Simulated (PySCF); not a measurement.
A GIAO shielding run with PySCF 2.14 (density fitting, non-relativistic, gas phase) on `O=C(O)C1=C[C@@H]1C[SiH2]F`, C5H7FO2Si:

```
$ OMP_NUM_THREADS=1 python probes_run.py task.json out

{"job": {"kind": "nmr", "xc": "PBE0", "basis": "pcSseg-1"}, "charge": 0, "multiplicity": 1}
O      1.439967     1.975115    -0.570423
C      1.932505     0.990340    -0.077190
O      3.248928     0.881789     0.171655
C      1.206188    -0.198131     0.306961
C      1.167998    -1.491374     0.521196
C     -0.146494    -0.781940     0.616512
C     -1.192893    -0.930244    -0.466798
Si    -2.216390     0.661413    -0.684070
F     -3.076239     0.819996     0.674554
H      3.703896     1.695813    -0.096770
H      1.670248    -2.428291     0.518707
H     -0.560557    -0.589777     1.602277
H     -1.854124    -1.762816    -0.212236
H     -0.700723    -1.190307    -1.404860
H     -1.405178     1.857589    -0.775213
H     -3.224731     0.499768    -1.723325
```

Hardware: 1 thread of an Arm Neoverse N1, shared host. The job also computes population analyses, field gradients, ring-centre shieldings.

Question: How large is the calculation?

Answer: 76 electrons, 195 basis functions and 1033 auxiliary functions.

Question: How long does it take, and how much memory does it need?

Answer: 61 s of wall time, with 15 SCF cycles and 5 response iterations; peak memory 0.85 GiB. Times on a shared host scatter by some tens of per cent.
